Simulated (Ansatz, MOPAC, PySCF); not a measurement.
System: C4H8O (charge 0, singlet). SMILES: CCCC=O
Geometry from a B3LYP-D3(BJ)/def2-TZVP (Ansatz, a quantum-chemistry and plane-wave program) optimisation:
```xyz
13

C     -2.2944    -0.2512    -0.0681
C     -0.8848     0.3219    -0.1779
C      0.1826    -0.6725     0.2562
C      1.5963    -0.1668     0.1711
O      1.9164     0.9312    -0.2043
H     -2.4117    -1.1390    -0.6944
H     -3.0416     0.4783    -0.3841
H     -2.5264    -0.5400     0.9600
H     -0.7969     1.2255     0.4291
H     -0.6836     0.6339    -1.2050
H      0.0238    -1.0043     1.2911
H      0.1368    -1.5945    -0.3389
H      2.3708    -0.8981     0.4895
```

Wanted: size of the dipole moment, in D. Conventions: no dispersion term unless named; no spin-orbit coupling; 6-311+G** with 5d; 6-31G* and kin with 6d, 5d where marked; non-relativistic. First-principles rows: single points at B3LYP-D3(BJ) geometries (Ansatz). Semi-empirical rows: dipoles at the shared geometry.

Measured values: NIST CCCBDB, as tabulated in the package chemicals; dipoles are vibrational averages and may belong to another conformer or a mix. 

Value to compare with, the measured value: 2.72 D.

```csv
level,program,size of the dipole moment (D),error
PM6,MOPAC,3.18,0.46
PBE/STO-3G,Ansatz,1.55,-1.17
PBE/6-31G*,Ansatz,2.37,-0.35
BP86/def2-SVP,PySCF,2.38,-0.34
B3LYP/STO-3G,Ansatz,1.60,-1.12
B3LYP/6-31G*,Ansatz,2.49,-0.23
B3LYP/6-31+G*,Ansatz,2.76,0.04
B3LYP/6-31G**,Ansatz,2.50,-0.22
B3LYP/cc-pVDZ,Ansatz,2.39,-0.33
B3LYP/6-311+G**,Ansatz,2.77,0.05
```

3 of the 10 habitual levels lie above the measured value; their mean absolute error is 0.43 D, the median 0.34.

The levels are drawn from those run, B3LYP/6-31G* more often than the rest, none by its result; left out are runs that failed, that the program found above a lower state of the same kind, or whose <S^2> lies over 0.5 above the pure value.
